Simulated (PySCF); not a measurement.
Isomers of C6H12O2Si, mass 144.061 u with the commonest isotopes. The calculation used PySCF 2.14.0, PBE0-D3(BJ)/def2-SVP geometry optimisation, gas phase. One conformer each, none proved a minimum here; rigid rotors.

Question: Order these by out-of-plane moment Σ m c² = (Ia + Ib − Ic)/2, smallest first.
A. `[CH3:1][C:2](=[O:3])[C@@H:4]1[CH2:5][O:6][CH2:7][CH2:8][SiH2:9]1` with C1–C2–C4–C5 -159°, C2–C4–C5–O6 180°, C4–C5–O6–C7 75°, C5–O6–C7–C8 -73°, O6–C7–C8–Si9 55°
B. Si(vinyl)2(OMe)2 (`C=C[Si](C=C)(OC)OC`)
C. `[CH2:1]=[CH:2][CH2:3][Si@@:4]([CH3:5])([OH:6])[O:7][CH:8]=[CH2:9]` with C1–C2–C3–Si4 105°, C2–C3–Si4–C5 -63°, C3–Si4–O6–H 170°, C3–Si4–O7–C8 67°, Si4–O7–C8–C9 -5°

Answer: A (41.48 u·Å²), C (87.65 u·Å²), B (183.28 u·Å²).

Question: Order these by rotational constant B, largest first.
A. `[CH2:1]=[CH:2][CH2:3][Si@@:4]([CH3:5])([OH:6])[O:7][CH:8]=[CH2:9]` with C1–C2–C3–Si4 105°, C2–C3–Si4–C5 -63°, C3–Si4–O6–H 170°, C3–Si4–O7–C8 67°, Si4–O7–C8–C9 -5°
B. `[CH3:1][C:2](=[O:3])[C@@H:4]1[CH2:5][O:6][CH2:7][CH2:8][SiH2:9]1` with C1–C2–C4–C5 -159°, C2–C4–C5–O6 180°, C4–C5–O6–C7 75°, C5–O6–C7–C8 -73°, O6–C7–C8–Si9 55°
C. Si(vinyl)2(OMe)2, `C([Si](OC)(OC)C=C)=C`

Answer: C (1177 MHz), B (975.3 MHz), A (915.1 MHz).

Question: Order these by rotational constant A, smallest first.
A. `[CH3:1][C:2](=[O:3])[C@@H:4]1[CH2:5][O:6][CH2:7][CH2:8][SiH2:9]1` with C1–C2–C4–C5 -159°, C2–C4–C5–O6 180°, C4–C5–O6–C7 75°, C5–O6–C7–C8 -73°, O6–C7–C8–Si9 55°
B. `[CH2:1]=[CH:2][CH2:3][Si@@:4]([CH3:5])([OH:6])[O:7][CH:8]=[CH2:9]` with C1–C2–C3–Si4 105°, C2–C3–Si4–C5 -63°, C3–Si4–O6–H 170°, C3–Si4–O7–C8 67°, Si4–O7–C8–C9 -5°
C. Si(vinyl)2(OMe)2, `CO[Si](OC)(C=C)C=C`

Answer: C (1210 MHz), B (1905 MHz), A (2417 MHz).

```csv
SMILES,point group,Ia (u·Å²),Ib (u·Å²),Ic (u·Å²),κ,μa (D),μb (D),μc (D)
CC(=O)[C@@H]1COCC[SiH2]1,C1,209.11,518.17,644.32,-0.77,1.05,2.22,1.34
C=C[Si](C=C)(OC)OC,C1,417.61,429.54,480.58,0.58,0.89,1.00,0.57
C=CC[Si@@](C)(O)OC=C,C1,265.35,552.26,642.32,-0.77,0.62,0.34,1.07
```
